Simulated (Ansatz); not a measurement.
Consider the cleavage of the Si–Si bond: `CO[SiH](F)[SiH3]` + CH₃NH₂ → `CN[SiH](F)OC` + SiH₄.

Isolated molecules relaxed with PBE0-D4/def2-TZVP in Ansatz; ΔE leaves out vibrations. CCSD(T)/CBS adds triple-zeta CCSD(T) − MP2 to the extrapolated MP2 energy (def2 sets, frozen cores). This one scheme is used for every species. Functionals use def2-TZVPP. Each species was taken in one conformer, which may not be the lowest.

| species | r2SCANh energy (Eh) |
| --- | --- |
| `CO[SiH](F)[SiH3]` | -796.40267 |
| CH₃NH₂ | -95.83146 |
| `CN[SiH](F)OC` | -600.41344 |
| SiH₄ | -291.85305 |

(1) Work out ΔE.

Largest T1 diagnostic among the species: 0.012.

## Answers

(1) ΔE = (-600.41344) + (-291.85305) − (-796.40267) − (-95.83146) = -0.03236 Eh = -85.0 kJ/mol. CCSD(T)/CBS gives -87.0 kJ/mol.

From BLYP to BHLYP (50 % exact exchange), in def2-TZVPP and without D4, ΔE moves by −16.7 kJ/mol. Leaving LDA and LC-ωPBE aside and taking each functional with its dispersion term where it has one, the values, not all of them listed here, spread over 25.6 kJ/mol, from BHLYP-D4 to PBE-D4. LDA lies −13.2 kJ/mol from PBE without D4.
